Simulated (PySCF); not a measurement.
C₆H₁₄OSi.
Numbering: `[CH3:1][O:2][CH2:3][C@H:4]1[CH2:5][CH2:6][SiH2:7][CH2:8]1` (hydrogens: H9, H10, H11 on C1; H12, H13 on C3; H14 on C4; H15, H16 on C5; H17, H18 on C6; H19, H20 on Si7; H21, H22 on C8)

Geometry (PBE0-D3(BJ)/def2-SVP, Å), atoms numbered from 1 in this order:
```xyz
22
C6H14OSi angstrom
C      3.421   -0.101    0.658
O      2.094   -0.507    0.566
C      1.347    0.231   -0.356
C     -0.086   -0.257   -0.356
C     -0.767   -0.114    1.011
C     -2.236   -0.542    0.883
Si    -2.730    0.122   -0.827
C     -0.951    0.463   -1.405
H      3.955   -0.201   -0.309
H      3.922   -0.738    1.400
H      3.512    0.955    0.984
H      1.371    1.314   -0.101
H      1.781    0.136   -1.375
H     -0.059   -1.335   -0.602
H     -0.222   -0.689    1.775
H     -0.712    0.948    1.317
H     -2.315   -1.642    0.876
H     -2.861   -0.180    1.713
H     -3.564    1.365   -0.774
H     -3.456   -0.881   -1.668
H     -0.734    0.133   -2.432
H     -0.765    1.551   -1.368
```

Theory: PySCF 2.14.0, density-fitted response routines, TDDFT CAM-B3LYP/def2-SVPD, vertical, gas phase, core orbitals frozen in the response.

Transition dipole moments from the ground state, in atomic units and in the frame of the coordinates above (overall signs are arbitrary), for the states with f of 0.002 or more among the lowest 7:

```json
{"state": "S1", "E (eV)": "7.183", "μx": "-0.102", "μy": "0.243", "μz": "0.327"}
{"state": "S2", "E (eV)": "7.737", "μx": "-0.181", "μy": "-0.055", "μz": "0.194"}
{"state": "S3", "E (eV)": "7.981", "μx": "0.386", "μy": "-0.010", "μz": "0.356"}
{"state": "S4", "E (eV)": "8.039", "μx": "0.118", "μy": "0.152", "μz": "-0.125"}
{"state": "S5", "E (eV)": "8.091", "μx": "-0.208", "μy": "0.341", "μz": "0.001"}
{"state": "S6", "E (eV)": "8.202", "μx": "0.120", "μy": "-0.137", "μz": "0.282"}
{"state": "S7", "E (eV)": "8.245", "μx": "0.581", "μy": "0.186", "μz": "-0.222"}
```

(1) Work out the oscillator strengths.

(2) Which bond between heavy atoms lies closest to the direction of the S7 transition dipole?

(3) What angle do the transition dipoles of S5 and S7 make?

(4) How is the summed strength of these states shared among x, y and z?

(5) What peak molar absorption coefficient would the strongest computed level give as a lone Gaussian band 0.3 eV wide at half height?

Results:

(1) f = (2/3) ΔE |μ|² with ΔE in hartree (27.2114 eV).

| state | \|μ\|² (au) | \|μ\| (D) | f |
| --- | --- | --- | --- |
| S1 | 0.176 | 1.07 | 0.031 |
| S2 | 0.074 | 0.69 | 0.014 |
| S3 | 0.275 | 1.33 | 0.054 |
| S4 | 0.053 | 0.58 | 0.010 |
| S5 | 0.160 | 1.02 | 0.032 |
| S6 | 0.113 | 0.85 | 0.023 |
| S7 | 0.421 | 1.65 | 0.085 |

(2) Si7–C8, at 7° from it; next C3–C4 at 20°.

(3) |cos θ| = |μa·μb| / (|μa| |μb|) = 0.22, so θ ≈ 77° (taken between 0 and 90°, since the signs are arbitrary).

(4) (2/3) Σ ΔE μα² gives 0.120 for x, 0.049 for y and 0.080 for z, 0.249 in all.

(5) ε(max) = 2.175×10⁸ f / FWHM, with the width in cm⁻¹. S7: 2.175×10⁸ × 0.0851 / 2420 ≈ 7600 L mol⁻¹ cm⁻¹.

All these states lie below the vertical ionisation energy of 9.69 eV (ΔSCF).

One conformer stands for the species.

Without π bonds the low states may be Rydberg-like; a valence basis with one diffuse set may place them up to an eV too high.
